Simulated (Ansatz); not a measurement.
CH5Br, singlet: a pair in one relaxed arrangement.

Input (in.yaml):

```yaml
crystal:
  periodic: [false, false, false]
  atoms:
    - {symbol: Br, position_ang: [-0.122998, 0.432087, -3.030175]}
    - {symbol: H, position_ang: [-0.072882, 0.227746, -1.623669]}
    - {symbol: C, position_ang: [0.038959, -0.131247, 0.925690]}
    - {symbol: H, position_ang: [0.314489, 0.899604, 0.700894]}
    - {symbol: H, position_ang: [0.733969, -0.816682, 0.439674]}
    - {symbol: H, position_ang: [-0.977812, -0.327755, 0.584053]}
    - {symbol: H, position_ang: [0.086276, -0.283753, 2.003434]}
basis:
  gaussian: {orbitals: "def2-TZVPPD.json"}
hamiltonian: {xc: r2scan, dispersion: d4}
```

The basis file named in the input lies beside it (Basis Set Exchange, JSON).

Run by:

```bash
ansatz run in.yaml --threads 2 --pin off --events-out ev --progress --plain --max-ram 5222MiB
```

What Ansatz 0.2.0 printed:

```
Functional definition: r2SCAN
  name "r2SCAN"
  cite "Furness, Kaplan, Ning, Perdew & Sun, J. Phys. Chem. Lett. 11, 8208 (2020) doi:10.1021/acs.jpclett.0c02405"
  cite "Furness, Kaplan, Ning, Perdew & Sun, J. Phys. Chem. Lett. 11, 9248 (2020) doi:10.1021/acs.jpclett.0c03077"
  parent r2scan
  parameter k0 = 0.174
  parameter k1 = 0.065
  parameter a1 = 4.9479
  exchange = r2scan_x(k0 = k0, k1 = k1, a1 = a1)
  correlation = r2scan_c
889 factors; their error is unknown
mean field evaluation 1: about -71158.3347 eV, gradient 5.2e1 eV
mean field evaluation 2: about -71155.2122 eV, gradient 5.8e1 eV
mean field evaluation 4: about -71164.4455 eV, gradient 1.4e0 eV
mean field evaluation 8: about -71164.4284 eV, gradient 9.0e-2 eV
mean field -71164.42837359 eV, -2615.2445057473 hartree, gradient 2.7e-5 eV, S^2 0.000000; 0 other end points of the search recorded, 0 dependent functions left out
reference -71164.42838744 eV, -2615.2445062564 hartree; 23, 23 occupied and 156, 156 virtual orbitals, 889 factors
Total energy: -71164.44443663 eV, -2615.2450960532 hartree
```

The run took about 3.1 s on 2 CPU threads (shared host).
